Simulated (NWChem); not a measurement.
arsenic trifluoride (AsF$_{3}$); SMILES F[As](F)F

```xyz
4

F      1.0569     1.0569    -0.4873
As     0.0000     0.0000     0.3987
F     -1.4438     0.3869    -0.4873
F      0.3869    -1.4438    -0.4873
```
Atoms are numbered in this order, from 1.

Computed with NWChem. The geometry was optimised at B3LYP/6-31G* (spherical d). B3LYP is NWChem's, with the RPA form of VWN correlation. Total energies compare along this basis series because the functional is fixed.

```
level              basis functions  energy (Ha)  highest occupied level (eV)  orbital gap (eV)  dipole (D)
-----------------  ---------------  -----------  ---------------------------  ----------------  ----------
B3LYP/3-21G                     49   -2523.1183                        -8.65              8.40        2.52
B3LYP/pcseg-1                   69   -2535.1998                        -9.81              8.43        2.70
B3LYP/aug-pcseg-1              105   -2535.2240                        -9.96              8.25        2.61
B3LYP/pcseg-2                  133   -2535.7126                        -9.84              8.32        2.72
B3LYP/def2-TZVPP               141   -2535.6699                        -9.79              8.38        2.65
B3LYP/def2-QZVP                246   -2535.7396                        -9.86              8.34        2.64
```
